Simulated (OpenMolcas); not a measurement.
# Exact exchange and the HOMO–LUMO gap of NBrO

The species is NBrO (3 atoms), meant as a singlet with charge 0. As SMILES, `O=NBr`. Geometry: relaxed at PBE0-D4/def2-TZVP.

The HOMO–LUMO gap y, in eV, basis def2-TZVP; a is the functional's share of exact exchange. Programs: OpenMolcas 26.06.

| functional | program | a | y (eV) |
| --- | --- | --- | --- |
| r2SCAN | OpenMolcas | 0 | 2.46 |
| BLYP | OpenMolcas | 0 | 2.11 |
| B3LYP | OpenMolcas | 0.2 | 3.94 |
| PBE0 | OpenMolcas | 0.25 | ? |
| BHLYP | OpenMolcas | 0.5 | 6.89 |

Question: Fit y = c + s·a to the known rows and predict PBE0.

Answer: 
1. Means of the 4 rows: a = 0.1750, y = 3.850.
2. Σ(Δa)² = 0.1675, Σ(Δa·Δy) = 1.538, so the slope is 1.538/0.1675 = 9.1821.
3. Intercept: 3.850 − (9.1821) × 0.1750 = 2.243. The largest residual of the fit is 0.22.
4. PBE0: 2.243 + (9.1821) × 0.25 = 4.54 eV.

The run gave 4.45 eV, so the prediction is off by +0.09 eV, within the scatter of the fit. Exact exchange lowers occupied levels and raises empty ones. The rows mix families of semi-local functionals, which the line can't see.
